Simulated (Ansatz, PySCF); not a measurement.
Reaction (SMILES): CO[Si](O)(O)OC [dihydroxy(dimethoxy)silane] + 2 O (H2O) + 3 [SiH4] (SiH4) → 2 CO (CH4O) + 4 O[SiH3] [hydroxysilane]
Each molecule is optimised on its own at B3LYP-D3(BJ)/def2-TZVP (Ansatz, an electronic-structure program), one conformer each, not searched for the lowest. Frequencies are from Ansatz or PySCF.

Wanted: bond separation energy (enthalpy at 298 K, with B3LYP-D3(BJ) rigid-rotor harmonic-oscillator terms), in eV. Correlated levels leave the core frozen unless marked. Spin-orbit coupling is left out. Non-relativistic. Basis-set limits of correlation are two-point, X^-3; Hartree-Fock from the larger set. [CCSD(T)-MP2]/basis is that difference in the basis named.

```csv
level,program,bond separation energy (eV)
HF/STO-3G,Ansatz,1.13
RI-HF/aug-cc-pV(Q+d)Z,Ansatz,1.04
BLYP-D4/def2-TZVPD,Ansatz + dftd4,1.23
revPBE-D4/def2-TZVPD,Ansatz + dftd4,1.28
revPBE/def2-TZVPD,Ansatz,0.98
B3LYP-D3(BJ)/def2-TZVPD,Ansatz + dftd3,1.18
B3LYP/def2-TZVPD,Ansatz,1.03
PBE0/STO-3G,Ansatz,1.15
PBE0-D4/def2-TZVPD,Ansatz + dftd4,1.24
BHLYP-D3(BJ)/def2-TZVPD,Ansatz + dftd3,1.21
BHLYP-D4/def2-TZVPD,Ansatz + dftd4,1.25
B2GP-PLYP-D4/def2-TZVPD,Ansatz + dftd4,1.21
PBE-QIDH/def2-TZVPD,Ansatz,1.20
MP2/cc-pwCVTZ,Ansatz,1.18
CCSD/STO-3G,Ansatz,1.17
CCSD/cc-pwCVTZ,Ansatz,1.22
"CCSD/CBS(cc-pV(T+d)Z,cc-pV(Q+d)Z)",Ansatz,1.19
CCSD(T)/cc-pV(T+d)Z,Ansatz,1.24
CCSD(T)/cc-pVTZ,Ansatz,1.25
"RI-MP2/CBS(aug-cc-pV(T+d)Z,aug-cc-pV(Q+d)Z)+[CCSD(T)-MP2]/aug-cc-pV(T+d)Z",Ansatz,1.24
"CCSD(T)/CBS(cc-pV(T+d)Z,cc-pV(Q+d)Z)",Ansatz,1.22
```
